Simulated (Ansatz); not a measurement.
A made-up structure of Si2H3ClO, singlet:

```
atom    x (Å)    y (Å)    z (Å)
  O1  -1.7113   0.7290  -1.2480
 Si2  -0.4290   0.9093  -0.4916
 Si3   0.1682  -0.7378   0.2864
 Cl4   1.9584  -0.0635   1.2413
  H5   0.5386   2.1175  -0.1845
  H6   0.4201  -1.7446  -0.8924
  H7  -0.9449  -1.2099   1.2887
```

It is relaxed with PBE-D4/def2-SVP and then PBE0-D4/def2-TZVP (Ansatz 0.2.0). Atoms count as bonded within 1.22 times the sum of their covalent radii (H–H: 0.88 Å). The end point is not checked to be a true minimum.

(1) Does its bonding change? (A judgement: the text doesn't fix the answer.)

Answers

(1) By the calculation: No: no bond forms or breaks.

Where it ends: The first stage lowers the energy by 2.14 eV in 6 steps. It ends as Si₂H₃ClO ([O][SiH][SiH2][Cl]):
```tsv
atom	x (Å)	y (Å)	z (Å)
O1	-1.8323	1.1281	-1.4237
Si2	-0.5455	1.1098	-0.6135
Si3	0.2578	-0.8701	0.3750
Cl4	2.0068	-0.4085	1.3549
H5	0.3013	2.3183	-0.3801
H6	0.5374	-1.8868	-0.6664
H7	-0.7255	-1.3907	1.3539
```

Labels in which every atom is bracketed show which atoms are joined, not bond orders.

For scale, one of the runs: PBE0-D4/def2-TZVP relaxation, 160 basis functions, launched by `ansatz run in.yaml --threads 2 --pin off --events-out ev --progress --plain --max-ram 4352MiB`. Hardware: 2 CPU threads of an Arm Neoverse V2, shared host. Wall time about 25 s.
